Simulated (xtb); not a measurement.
ClTe (SMILES Cl[Te]), doublet, from a rough starting geometry (the spin is typed, not shown lowest).

xtb was given this input:
```
$ xtb mol.xyz --gfn 2 --uhf 1 --opt vtight --json

# file mol.xyz
2

Te    -0.66518789    -0.66485019    -0.66191083
Cl     0.62729853     0.73941242     0.65202248
```

Give the dipole moment at the level GFN2-xTB (xtb).

1.20 D

Predict the total energy at the end of the optimisation from GFN2-xTB.

-7.6281 Eh
